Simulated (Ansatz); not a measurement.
Computed with Ansatz.

A structure relaxed at PBE0-D4/def2-TZVP, charge 0, multiplicity 1:

Cartesian coordinates in Å:
```
C 0.153 1.729 0.274
Si 0.158 -0.130 0.255
C 0.717 -0.825 -1.376
F 1.208 -0.621 1.374
P -1.909 -0.890 0.725
H -0.156 2.113 1.249
H -0.536 2.120 -0.479
H 1.152 2.116 0.058
H 0.046 -0.511 -2.179
H 0.734 -1.917 -1.356
H 1.725 -0.475 -1.616
H -1.456 -2.212 0.983
H -1.835 -0.498 2.088
```

(1) Give its formula and SMILES.

(2) Point group (tolerance 0.08 Å, 0.16 Å for H)?

(3) Summarise the bond lengths by kind.

Answers

(1) C2H8FPSi, `C[Si](C)(F)P`.

(2) Cs.

(3) 2 × C–Si 1.859 Å; 6 × C–H 1.092 to 1.093 Å; 1 × F–Si 1.611 Å; 1 × P–Si 2.252 Å; 2 × H–P 1.421 Å.
